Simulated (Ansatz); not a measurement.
Ideal-gas functions of `ClC1(Cl)BC1` at 800 K and 1 bar, from an Ansatz frequency run at PBE0-D4/def2-TZVP.

Molar mass 108.76 g/mol, point group Cs (symmetry number 1), electronic degeneracy 1, moments of inertia 122.206, 175.977, 258.136 u Å². Harmonic wavenumbers (cm⁻¹, unscaled): 49, 254, 285, 366, 462, 498, 728, 792, 820, 922, 964, 1036, 1037, 1264, 1377, 2764, 3120, 3196.

Use S(trans) = R[1.5 ln M + 2.5 ln T − 1.1517]; rotational temperatures θ = 24.2544 K / I; S(rot) = R[ln(√π/σ · √(T³/θAθBθC)) + 1.5]; for each mode x = 1.438777 ν̃/T, S = R[x/(eˣ − 1) − ln(1 − e⁻ˣ)] and H = RT x/(eˣ − 1); 1 cm⁻¹ = 0.0119627 kJ/mol; R = 8.31446 J/(mol·K).

Task: By hand: the entropy, in J/(mol·K).

Result: Translation 187.9. Rotation: θ = 0.1985, 0.1378, 0.094 K, giving 125.4. Vibration, mode by mode: 28.51, 14.90, 13.96, 11.94, 10.09, 9.50, 6.64, 6.04, 5.80, 5.00, 4.71, 4.25, 4.24, 3.07, 2.62, 0.35, 0.20, 0.18, in all 132.0. Electronic 0.0. Sum 445.3 J/(mol·K).

Task: By hand: H − E and G − E in kJ/mol, counted from the electronic energy.

Result: Zero-point energy ½ × 19934 × 0.0119627 = 119.2; thermal vibration 52.3; translation, rotation and pV give 4 RT = 26.6. H − E = 198.1 kJ/mol, and G − E = 198.1 − 800 × 445.3/1000 = -158.1 kJ/mol.

Vibration gives 30 % of the entropy, 28.5 J/(mol·K) of it from the mode under 150 cm⁻¹: soft modes count most, and the harmonic formula is weakest for them.
